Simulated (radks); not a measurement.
Results of a calculation; reference values are marked as such.
Species: O-. Configuration: [He] 2s2 2p5.

Level of theory: scalar-relativistic Kohn-Sham, LDA (Slater exchange, VWN5 correlation), spin-unpolarised, spherical densities, finite nucleus; Fermi nuclear charge, rms radius 2.6991 fm; hard spherical wall at 7 bohr (a radial shooting solver on a logarithmic mesh with Libxc functionals).

Energy parts (Ry):
| part | energy |
|---|---|
| total | -149.28419 |
| kinetic | 148.81252 |
| electron-nucleus | -362.29589 |
| Hartree | 80.37938 |
| exchange-correlation | -16.18019 |

Orbitals (lengths in bohr, moments of r in powers of bohr; r(max) is where P^2 peaks):
orbital  occ.  eigenvalue (Ry)   <1/r>     <r>    <r^2>  r(max)
1s          2        -36.58117   7.593  0.2007  0.05442  0.1298
2s          2         -0.86463   1.241   1.190    1.753  0.8822
2p          5          0.16951  0.9950   1.507    3.210  0.8385
3s          0          0.57096  0.3063   4.132    18.44   4.252
3p          0          0.75143  0.3684   4.140    19.29   4.619
3d          0          0.90883  0.2391   4.465    20.96   4.661

The highest occupied level is 2p at 2.306 eV. Summed over all electrons, <r^2> = 19.67 bohr^2, which gives a Langevin (diamagnetic) susceptibility term of -15.6 x 10^-6 cm^3/mol.
